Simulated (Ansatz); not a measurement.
The cluster W₂S₄⁻. The state is a doublet with charge -1. Geometry PBE-D4/def2-SVPD.

Cartesian coordinates in Å:
```
W -0.374 -0.085 0.000
W 1.570 -0.216 1.118
S -0.306 -1.021 2.268
S -0.622 -1.343 -1.972
S -1.086 0.716 -2.256
S 0.818 1.948 0.842
```

In the def2 sets W takes a core potential; there is no spin–orbit coupling. At PBE0-D4/def2-TZVPD, BHLYP-D4/def2-TZVPD, CAM-B3LYP-D4/def2-TZVPD the charge -1 doublet is spin-contaminated (final ⟨S²⟩ up to 1.22, 0.75 for a pure state). No other spin state of charge -1 was run. Another isomer (doublet) lies 1.94 eV lower at PBE0-D4/def2-TZVPD; other spin states weren't run for this one.

Estimate the α-spin orbital energies around the gap (eV) in Ansatz with PBE-D4/def2-TZVPD, r2SCAN-D4/def2-TZVPD, PBE0-D4/def2-TZVPD, BHLYP-D4/def2-TZVPD, CAM-B3LYP-D4/def2-TZVPD.


| orbital | PBE-D4/def2-TZVPD | r2SCAN-D4/def2-TZVPD | PBE0-D4/def2-TZVPD | BHLYP-D4/def2-TZVPD | CAM-B3LYP-D4/def2-TZVPD |
| --- | --- | --- | --- | --- | --- |
| HOMO−9 | -4.02 | -4.29 | -5.22 | -6.20 | -6.49 |
| HOMO−8 | -3.64 | -3.93 | -4.81 | -5.78 | -6.06 |
| HOMO−7 | -3.43 | -3.70 | -4.58 | -5.60 | -5.84 |
| HOMO−6 | -2.80 | -3.03 | -3.88 | -4.80 | -5.10 |
| HOMO−5 | -2.52 | -2.74 | -3.57 | -4.45 | -4.77 |
| HOMO−4 | -2.30 | -2.49 | -3.28 | -4.12 | -4.43 |
| HOMO−3 | -1.80 | -1.98 | -2.79 | -3.63 | -3.93 |
| HOMO−2 | -1.17 | -1.30 | -2.08 | -2.90 | -3.24 |
| HOMO−1 | -0.78 | -0.91 | -1.68 | -2.59 | -2.82 |
| HOMO | -0.40 | -0.75 | -1.55 | -2.55 | -2.77 |
| LUMO | 0.56 | 0.70 | 1.28 | 1.93 | 2.13 |
| LUMO+1 | 0.94 | 1.06 | 1.59 | 2.46 | 2.50 |
| LUMO+2 | 0.97 | 1.08 | 1.64 | 2.47 | 2.58 |
| LUMO+3 | 1.36 | 1.49 | 2.03 | 2.88 | 2.95 |
| LUMO+4 | 1.62 | 1.78 | 2.42 | 3.21 | 3.28 |
| LUMO+5 | 1.72 | 1.85 | 2.49 | 3.30 | 3.36 |
| β HOMO | -0.73 | -0.87 | -1.64 | -2.56 | -2.79 |
| β LUMO | 0.58 | 0.72 | 1.38 | 1.83 | 1.99 |
